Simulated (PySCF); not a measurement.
BHO, SMILES O=B. Atoms are numbered in the order given.

```xyz
3

H      0.0000     0.0000    -1.7737
B      0.0000     0.0000    -0.6009
O      0.0000     0.0000     0.5973
```
Charge 0, spin multiplicity 1.

Geometry: PBE0-D3(BJ)/def2-TZVPD.

Two levels are set side by side: PBE/pcSseg-2 (PySCF) and KT2/pcSseg-2 (PySCF). GIAO shifts against BF3 (¹¹B), H2O (¹⁷O), TMS (¹H) at the same level; non-relativistic, no solvent, atoms listed together averaged. Differences are taken from unrounded values.

```json
[
 {"quantity": "δ(¹H) of H1 (ppm)", "KT2": "2.38", "PBE": "2.24", "PBE minus KT2": "-0.14"},
 {"quantity": "δ(¹¹B) of B2 (ppm)", "KT2": "-1.6", "PBE": "-0.8", "PBE minus KT2": "0.8"},
 {"quantity": "δ(¹⁷O) of O3 (ppm)", "KT2": "282.4", "PBE": "300.8", "PBE minus KT2": "18.4"}
]
```

Rough cost on one machine, each run with all the roots and properties that it gave: KT2 against PBE within a factor of 2.
